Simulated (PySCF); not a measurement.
BF3H3P.
Numbering: `[BH3-:1][P+:2]([F:3])([F:4])[F:5]` (hydrogens: H6, H7, H8 on B1)

Level of theory: core-valence-separated Tamm–Dancoff BHandHLYP/aug-pcX-1 (pcseg-1 on H, def2-SVPD on P) in PySCF, non-relativistic, gas phase, PBE0-D3(BJ)/def2-SVP geometry.

Computed boron K-edge spectrum, Gaussian lines of 0.8 eV full width, highest printed point 100; it ends one width below the last computed root. The energies are unshifted.

(photon energy (eV), absorption): (188.1, 1), (188.2, 2), (188.3, 5), (188.4, 9), (188.5, 15), (188.6, 23), (188.7, 35), (188.8, 47), (188.9, 60), (189.0, 69), (189.1, 74), (189.2, 74), (189.3, 69), (189.4, 61), (189.5, 54), (189.6, 49), (189.7, 48), (189.8, 50), (189.9, 57), (190.0, 65), (190.1, 75), (190.2, 85), (190.3, 94), (190.4, 100), (190.5, 100), (190.6, 95), (190.7, 84)

Question: Where are the maxima, and which lines make them up?

Answer: 2 maxima:
- 189.1 eV: B1 (four-coordinate boron), 189.12 eV, f = 0.040, 97 % of the height at the exact maximum
- 190.5 eV: B1 (four-coordinate boron), 190.52 eV, f = 0.047, sum of 2, 84 % of the height at the exact maximum; B1 (four-coordinate boron), 189.98 eV, f = 0.019, 13 % of the height at the exact maximum

Roots within 0.03 eV on the same or equivalent atoms count as one line; shares under 12 % aren't listed.

Vibrational structure and lifetime widths aren't in the curve. The ionisation threshold wasn't computed; near and above it a finite basis only mimics Rydberg series and continuum.
